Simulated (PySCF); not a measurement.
BH6N, SMILES [NH3+][BH3-]. Heavy atoms are numbered as in [BH3-:1][NH3+:2]. Hydrogens are named by the atom that carries them.

Coordinates come from a B3LYP-D3(BJ)/def2-TZVP optimisation.

All values below come from PySCF with PBE/def2-TZVPD.

Mulliken values depend strongly on the basis, most of all with diffuse functions as here. ESP charges are fitted to the potential on shells at 1.4 to 2.0 van der Waals radii. Atomic charges (e), one atom of each kind:

| atom | ESP fit | Mulliken |
|---|---|---|
| B1 (BH3) | 0.29 | -0.33 |
| N2 (NH3) | -0.56 | -0.37 |
| H on B1 | -0.21 | -0.03 |
| H on N2 | 0.30 | 0.27 |
